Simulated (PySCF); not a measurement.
**Peak assignment**

Atom-mapped SMILES (the numbers label the heavy atoms): `[CH3:1][O:2][C:3](=[O:4])[c:5]1[cH:6][cH:7][cH:8][c:9]([CH3:10])[p:11]1`. Each H is labelled by its parent atom.

Method: structure optimised with GFN2-xTB, GIAO PBE0/pcSseg-1 shieldings, in PySCF 2.14 (no relativistic terms, equivalent nuclei averaged, gas phase, one conformer).

Scale: 13C (186.93 ppm), 1H (31.72 ppm) vs TMS (reference shieldings calculated alike).

(1) Assign these signals to the numbered atoms. 13C{1H} NMR (computed): δ 182.8, 173.4, 166.4, 142.3, 139.7, 134.8, 53.3, 27.8.

(2) Assign these signals to the numbered atoms. 1H NMR (300 MHz, computed): δ 8.83 (m, 1H), 8.12 (m, 1H), 7.90 (m, 1H), 4.11 (s, 3H), 2.93 (m, 3H).

Answers

(1) 
```tsv
δ (ppm)	atoms	environment	reason
182.8	C9	substituted aromatic carbon	–
173.4	C3	ester carbonyl carbon	lone-pair donation from the attached heteroatom keeps it upfield of a ketone carbonyl
166.4	C5	substituted aromatic carbon	–
142.3	C8	aromatic CH	–
139.7	C6	aromatic CH	the aromatic region
134.8	C7	aromatic CH	–
53.3	C1	methyl carbon bonded to O	pulled downfield by the heteroatom
27.8	C10	methyl carbon on an aromatic ring	saturated and bonded to C and H only
```

(2) 
```tsv
δ (ppm)	atoms	environment	reason
8.83	H(C6)	hydrogen on an aromatic CH	ring current plus the deshielding of an ortho carbonyl group
8.12	H(C8)	hydrogen on an aromatic CH	–
7.90	H(C7)	hydrogen on an aromatic CH	–
4.11	H(C1)	hydrogen on a methyl carbon bonded to O	its carbon carries O, hence the downfield position
2.93	H(C10)	hydrogen on a methyl carbon on an aromatic ring	benzylic-type position, deshielded by the ring
```

Splittings by 31P in the carbon and heteronuclear signals aren't shown, as no couplings were computed. Shifts are as computed. Against solution values, carbons near 30 ppm lie about +3 ppm off and those near 130 ppm about +5 ppm. Of 1211 compounds with measured shifts, 218 miss one by over three times the rms of a fit or turn the order of signals round; such compounds aren't used in these exercises. No couplings were computed; multiplicities are counted from neighbouring protons, with m where these are inequivalent, close in shift, in a saturated or five-membered ring or joined by F or P, and br s for small geminal =CH2 splittings.
